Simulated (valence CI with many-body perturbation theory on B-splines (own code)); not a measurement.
Valence orbitals of Xe XXXII

Computed by relativistic CI+MBPT: five valence electrons over a frozen Dirac-Fock core [Ar], radial functions for each j: 7 s, 7 p, 8 d, 6 f, 4 g, 1 h, with the one-electron correlation potential Σ1, the two-electron term Σ2, the three-electron term Σ3, Breit, model QED; selected CI, second order for the rest, scaled by the run's own slope (own B-spline code, finite nucleus).

The last digits are not significant, and no measured levels were compared; by estimate large intervals hold to a few tenths of a per cent, small ones and those within an open d or f shell to about a per cent. Only levels of the ground parity were solved; by the run's estimate the other parity begins above the list, which can be wrong where configurations are misplaced.

These are the spectroscopic orbitals of the CI (the correlating ones are not listed), shaped by the core and the other valence electrons. h is the expectation value of the core's Dirac-Fock operator, without the valence repulsion; Σ1 is computed up to l = 3 at one energy for each symmetry, that of its lowest orbital but kept below the first core excitation, so for empty shells it is not the orbital's own correlation shift; Breit and QED include the response of the core.

```
Orbital  h (hartree)  Σ1 (cm⁻¹)  Breit (cm⁻¹)  QED (cm⁻¹)  ⟨r⟩ (bohr)
  4s1/2      -49.963      -7228          3934        2881      0.5790
  5s1/2      -30.447      -2729          1906        1417      0.9502
  6s1/2      -20.504      -1358          1045         787       1.418
  4p1/2      -48.063      -9317          6185        -104      0.5775
  5p1/2      -29.512      -3436          3078       -48.8      0.9568
  6p1/2      -19.979      -1696          1718       -26.5       1.433
  4p3/2      -47.043      -8897          3852         187      0.5913
  5p3/2      -29.023      -3367          1923        95.9      0.9738
  6p3/2      -19.706      -1679          1129        54.5       1.454
  3d3/2      -84.366     -21336          8434        -788      0.2539
  4d3/2        -44.3      -9198          2937        -211      0.5697
  5d3/2      -27.704      -3603          1434       -97.1      0.9706
  3d5/2      -83.725     -20415          4069        -423      0.2568
  4d5/2      -44.073      -8979          1473       -94.4      0.5732
  5d5/2      -27.593      -3503           712       -41.1      0.9750
  4f5/2      -41.528     -19912           259        -117      0.5238
  5f5/2      -26.433      -8342           119       -57.6      0.9387
  4f7/2      -41.456     -17763          -176       -75.5      0.5252
  5f7/2      -26.393      -7402         -71.9       -35.9      0.9404
  5g7/2      -25.727                     16.0       -12.3      0.8512
  5g9/2       -25.71                    -21.1        -2.3      0.8520
```

Among the shells of the start configuration 3d5, Σ1 is largest in size for 3d3/2, where it is 0.12 % of h.

Lowest root of each symmetry, sizes in configuration state functions:

```
   J  Parity  Roots  Reference  Variational  Second order  Change by selected CI (cm⁻¹)  Change by second order (cm⁻¹)
 1/2    even      4         74        18171         85348                        -18741                             -4
 3/2    even      7        127        27235        343164                        -18425                            -29
 5/2    even     10        152        26677        289212                        -15153                           -106
 7/2    even      7        137        26195        180223                        -17634                           -195
 9/2    even      5        107        26120         17903                        -17584                           -131
11/2    even      3         67        26284        159340                        -17486                            -34
13/2    even      1         35        22345          4443                        -17512                            -11
```
